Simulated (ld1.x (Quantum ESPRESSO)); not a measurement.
**Configuration tests for rhodium (Rh) (RRKJ)**

```json
{
 "Element": "Rh",
 "Generator": "ld1.x (Quantum ESPRESSO) 7.5",
 "Type": "norm-conserving RRKJ (Kleinman–Bylander form)",
 "Functional": "PBE",
 "Relativity": "fully relativistic",
 "Frozen core": "[Kr]",
 "Valence charge": "9",
 "Reference configuration": "4d8 5s1 5p0",
 "Partial waves": "5p (bound, empty): rc 4.20 bohr; 4d (bound): rc 1.15 bohr; 5s (bound): rc 2.15 bohr",
 "Local potential": "the s channel",
 "Core correction": "none"
}
```

Open shells are filled in proportion to 2j + 1 (rel_dist='average').

Energies are relative to the spin-unpolarised reference configuration 4d8 5s1 5p0; without spin polarisation the order of configurations can differ from experiment.

| valence configuration | charge | ΔE all-electron (eV) | error AE − PS (meV) |
| --- | --- | --- | --- |
| 4d8 5s0 5p0 | +1 | 7.462 | +9.6 |
| 4d7 5s0 5p0 | +2 | 26.973 | -39 |
| 4d6 5s0 5p0 | +3 | 59.475 | -407 |
| 4d8 5s0.5 5p0 | +0.5 | 2.920 | +1.5 |
| 4d9 5s0 5p0 | 0 | -0.911 | -72 |
| 4d8 5s0 5p1 | 0 | 3.600 | +3.9 |
| 4d7 5s1 5p1 | 0 | 6.615 | -107 |
